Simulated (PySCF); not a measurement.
Electron correlation in Li (lithium, neutral)

[He] 2s1, 2S determinant. All numbers are calculated (PySCF 2.14, scalar relativity by spin-free X2C-1e, in aug-cc-pCVTZ-DK). Frozen: nothing; 3 electrons correlated.

```json
{"level": "CCSD", "correlation energy (mhartree)": "-41.56"}
{"level": "(T)", "correlation energy (mhartree)": "-0.02"}
{"level": "CCSD(T)", "correlation energy (mhartree)": "-41.58"}
```

Diagnostics: T1 = 0.0029, D1 = 0.0070, largest double amplitude 0.018.

Q: Is a single reference adequate?

A: Yes: T1 lies below 0.03 and no double amplitude reaches 0.07.
